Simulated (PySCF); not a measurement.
Exercise with solution: oscillator strength and radiative lifetime

H₅InOSi, SMILES [InH2][O][SiH3].

The structure is a stationary point at PBE0-D3(BJ)/def2-SVP. The def2 effective core potentials stand for the cores of In; spin–orbit coupling is left out.

TDA-M06-2X/def2-SVPD (PySCF) puts the first singlet state with f over 0.02 at 5.91 eV (vertical), with the transition dipole (0.047, 0.595, 0.000) in atomic units.

Q: Find the oscillator strength, the wavelength and the radiative lifetime that this transition would have in vacuum if emission retraced absorption.

A: 
|μ|² = 0.3562 au, so |μ| = 1.52 D. ΔE = 5.91/27.211 = 0.2172 hartree. f = (2/3) ΔE |μ|² = 0.052 (the program prints 0.051).
λ = 1239.84/5.91 = 210 nm; ν = 47667 cm⁻¹.
Einstein's coefficient A = 0.6670 ν² f s⁻¹ (ν in cm⁻¹) = 7.8e7 s⁻¹, so τ = 1/A = 13 ns. This state is S2; the lower singlet has f = 0.001. The figure is the radiative limit of this one transition; relaxation, internal conversion, crossing to triplets and a medium change what is measured.
